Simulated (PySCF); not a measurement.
These are B3LYP-D3(BJ)/def2-TZVP // TPSS-D3(BJ)/def2-SVP run with PySCF values and carry that method's errors. All species are isolated molecules in the gas phase. B3LYP has the VWN-RPA correlation part, as in Gaussian. 

Reference species: [Ni(Cl)4]- (excited doublet) (charge -1, multiplicity 2).

```yaml
mean_distance_from_the_central_atom_to_its_bonded_neighbours: 2.185 Å
spin population on the central atom (Mulliken): 0.99
```

Changed species: [Hf(Cl)4]- (M = Hf, multiplicity 2; the reference has M = Ni, multiplicity 2).

Task: Predict the effect on the mean distance from the central atom to its bonded neighbours and spin population on the central atom (Mulliken).

Result: the mean distance from the central atom to its bonded neighbours rises by 0.247 Å, to 2.432 Å; the spin population on the central atom (Mulliken) increases by 0.02, to 1.01.
